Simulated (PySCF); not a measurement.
SnF2, SMILES [Sn]([F])[F] (connectivity only; charge and spin as stated), neutral, multiplicity 1.

Coordinates come from a PBE-D3(BJ)/def2-TZVP optimisation. The isomer is the one that the SMILES or the coordinates give; other isomers of the formula were not compared. The def2 effective core potentials stand for the cores of Sn; spin–orbit coupling is left out.

Method: PBE-D3(BJ)/def2-TZVP (PySCF 2.14.0).

Frequencies are harmonic and unscaled.

Computed normal modes with their intensities:
| mode | ν (cm⁻¹) | IR (km/mol) | moving atoms (share of kinetic energy) |
|---|---|---|---|
| 1 | 179 | 9.4 | F 89 %, Sn 11 % |
| 2 | 555 | 107.3 | F 85 %, Sn 15 % |
| 3 | 571 | 77.4 | F 87 %, Sn 13 % |
